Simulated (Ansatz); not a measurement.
The cluster In₃Sb₂⁺, relaxed as a singlet with RKS r2SCAN-D4/def2-SVP in Ansatz, starting from the GFN1-xTB geometry. Force threshold 0.02 eV/Å.

In the def2 sets In, Sb take a core potential; there is no spin–orbit coupling. The restricted singlet is unstable towards broken spin symmetry at other levels; at r2SCAN-D4/def2-SVP this wasn't settled. Another isomer (singlet) lies 0.25 eV lower at PBE0-D4/def2-TZVP; other spin states weren't run for this one.

Start:

```xyz
5

In    0.0673   -0.7377    2.4264
In   -1.0200    2.2269   -2.1001
In    1.2708   -2.1644    0.3162
Sb   -1.1866   -0.4638   -0.6730
Sb    0.8685    1.1391    0.0305
```

Question: Estimate the energy that the relaxation releases and the steps that it takes.

Answer: 12.0 kJ/mol, in 5 steps; 18 s on 4 threads of Arm Neoverse V1 on a shared host. No frequencies were taken in this run, so the end may be a saddle point.

Question: Does the start keep its bonding and symmetry?

Answer: By distances, no bond broke or formed. The bond that changes most is In1–Sb5, from 3.15 to 3.30 Å (atoms count from 1). Point group C2 at the start, C2v at the end, both within 0.05 Å.

Question: Predict the relaxed structure.

Answer: 
```xyz
5

In   -0.081   -0.743    2.522
In   -1.055    2.296   -2.165
In    1.430   -2.194    0.247
Sb   -1.237   -0.424   -0.561
Sb    0.942    1.065   -0.044
```
Bond lengths (bridged metal pairs left out): 6 × In–Sb 3.16 to 3.31 Å; 1 × Sb–Sb 2.69 Å.
